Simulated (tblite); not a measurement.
A tight-binding relaxation on `C=[CH][GeH2][C@@H](F)CBr`.

Computed with GFN2-xTB geometry optimisation, gas phase (tblite 0.8.0). Start geometry: from a force field or distance geometry. The command runs a driver script over a list of jobs; the input below is this job's line of settings and its coordinates in Å.

Command:
```bash
OMP_NUM_THREADS=1 python probes_run.py task.json out
```

Input:
```
{"job": {"kind": "relax", "xc": "GFN2-xTB", "basis": "xTB"}, "charge": 0, "multiplicity": 1}
C      2.485500     0.576200     0.477400
C      1.791900     0.353600    -0.666400
Ge     0.423600    -1.003900    -0.572000
C     -1.364200    -0.275900    -0.715900
F     -2.217200    -1.382300    -0.732700
C     -1.772200     0.584900     0.449100
Br    -3.580300     1.215200     0.136900
H      2.187200    -0.020400     1.353900
H      3.276100     1.309700     0.544400
H      2.009000     0.894400    -1.573100
H      0.602800    -1.906100     0.688900
H      0.585300    -1.944800    -1.797400
H     -1.518200     0.244000    -1.643600
H     -1.826000    -0.067500     1.348300
H     -1.087700     1.431000     0.669100
```

Output:
```
step      E/eV     max force
  0    -634.42129    2.075
  1    -634.52956    1.555
  2    -634.58545    0.387
  3    -634.60603    0.338
  4    -634.62688    0.410
  5    -634.64227    0.400
  6    -634.65730    0.346
  7    -634.66951    0.342
  8    -634.67819    0.228
  9    -634.68301    0.163
... (43 lines left out)
 53    -634.71477    0.022
 54    -634.71485    0.032
 55    -634.71493    0.031
 56    -634.71503    0.030
 57    -634.71511    0.026
 58    -634.71517    0.022
 59    -634.71521    0.022
 60    -634.71524    0.015
 61    -634.71527    0.012
 62    -634.71528    0.009
```

«max force» is the largest atomic force in eV/Å.

Question: From which step on does the largest force stay under 0.1 eV/Å, and how much energy is left to gain from there?

Answer: From step 15 (0.082 eV/Å), 15.6 meV above the end.

Main results: energy lowered by 6.8 kcal/mol over 62 steps; largest atomic force 0.009 eV/Å at the end.

Question: Where do the atoms end?

Answer: 0.161 Å rms from the input after alignment:
```
atom  x, y, z in Å
C1     2.4902    0.6403    0.4938
C2     1.7575    0.3393   -0.5663
Ge3    0.4426   -1.1023   -0.6065
C4    -1.4107   -0.3331   -0.7549
F5    -2.2593   -1.4258   -0.8418
C6    -1.7598    0.5029    0.4439
Br7   -3.4255    1.5236    0.2260
H8     2.4136    0.0747    1.4095
H9     3.2022    1.4512    0.4957
H10    1.8670    0.9252   -1.4708
H11    0.4962   -1.9140    0.6565
H12    0.6086   -2.0178   -1.7834
H13   -1.5495    0.2283   -1.6848
H14   -1.8988   -0.1250    1.3227
H15   -0.9786    1.2402    0.6271
```

Time: 0.45 s. Hardware: one thread, Arm Neoverse V1 (aarch64) (shared host).
Labels such as C1 count atoms from 1, the log's own numbers from 0.
